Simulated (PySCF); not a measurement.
**Molecular orbitals of ErF**

M06-2X at R = 1.957 Å; Er x2c-SVPall, F x2c-SVPall; spin-free X2C with a Gaussian nucleus (PySCF 2.14). State: quartet, about 11.1 electrons in the 4f shell (Mulliken), real f orbitals that mix terms. Only the outer orbitals are listed, counted within each symmetry.

```
spin  orbital  occ.  ε (eV)  on Er (%)   main shells (%)
   α      15σ     1  -13.23         12            87 F p
   α       8π     1  -12.85          8            92 F p
   α       8π     1  -12.85          8            92 F p
   α      16σ     1   -5.74        100           89 Er s
   α       4δ     0   -0.63        100          100 Er d
   α       4δ     0   -0.58        100          100 Er d
   α       9π     0   -0.46         99  55 Er p, 45 Er d
   β       1φ     1  -16.88        100          100 Er f
   β       7π     1  -16.38         99           99 Er f
   β       3δ     1  -16.15        100          100 Er f
   β       7π     1  -16.14         99           99 Er f
   β      14σ     1  -13.30         12            87 F p
   β       8π     1  -12.84          9            91 F p
   β       8π     1  -12.84          9            91 F p
   β      15σ     1   -5.57        100           89 Er s
   β       4δ     0   -0.33        100          100 Er d
   β       3δ     0   -0.30        100          100 Er d
   β       9π     0   -0.28        100  57 Er p, 42 Er d
```

Task: Which are the highest filled and the lowest empty level, where do they sit, and how wide is the gap?

Result: Highest filled β 15σ at -5.57 eV (in %: 89 Er s); lowest empty α 4δ at -0.63 eV (in %: 100 Er d); the gap at M06-2X is 4.94 eV.

The bond order (Mayer) is 1.05 and the ⟨S²⟩ is 3.756. The charge on Er (Mulliken, basis-dependent) is 0.40. The charge on Er (Löwdin, basis-dependent) is 0.20. The dipole moment (positive dipole means Er(−)F(+)) is -2.18 D.

Spin–orbit coupling is left out. The state is the lowest single determinant that the PBE0 search found; with open d or f shells the true ground state can be another one.
